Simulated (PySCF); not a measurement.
## One molecule, a ladder of functionals, a line

Molecule: SMILES C[O+]([BH2-]F)CF, C₂H₇BF₂O.

Geometry (Å), atoms numbered from 1 in this order:
```xyz
13

C    -1.1530   -0.7886   -0.0980
O     0.0082   -0.0065   -0.3954
B     1.4703   -0.6421    0.2027
F     1.3225   -0.4881    1.5618
C    -0.1481    1.3735   -0.1752
F    -1.0336    1.8615   -1.0662
H    -2.0177   -0.3362   -0.5984
H    -1.3004   -0.8334    0.9914
H    -0.9618   -1.7912   -0.4933
H     2.2750    0.1132   -0.3169
H     1.4010   -1.7888   -0.2030
H     0.8457    1.8127   -0.3320
H    -0.5223    1.5551    0.8464
```

GIAO shieldings (ppm, equivalent atoms averaged) in PySCF 2.14 on the PBE0-D3(BJ)/def2-SVP geometry, basis pcSseg-1, gas phase, non-relativistic:

```csv
functional,exact exchange (%),σ(C5),σ(C1),σ(O2),σ(B3)
BLYP,0,62.9,116.3,223.8,77.6
BP86,0,68.1,120.7,229.3,80.8
PBE,0,68.4,121.3,228.6,80.0
B3LYP,20,70.4,120.9,237.3,82.8
PBE0,25,77.3,126.6,244.7,86.4
mPW1PW91,25,76.6,125.7,244.3,86.6
HF,100,96.9,137.2,279.2,101.7
```

Question: Fit each shielding as a line in the percentage of exact exchange.

Answer: σ(C5) = 66.9 + 0.31 x (rms 2.4 ppm); σ(C1) = 119.7 + 0.18 x (rms 2.0 ppm); σ(O2) = 228.4 + 0.52 x (rms 2.5 ppm); σ(B3) = 79.7 + 0.22 x (rms 1.2 ppm). The functionals also differ in their semilocal parts, which the line can't hold; Hartree–Fock has no correlation at all.

Question: What does the line predict for BHandHLYP (50 %), and what does the run give?

Answer: σ(C5): 82.4 predicted, 80.5 computed; σ(C1): 128.7 predicted, 127.1 computed; σ(O2): 254.4 predicted, 254.5 computed; σ(B3): 90.7 predicted, 89.8 computed ppm.
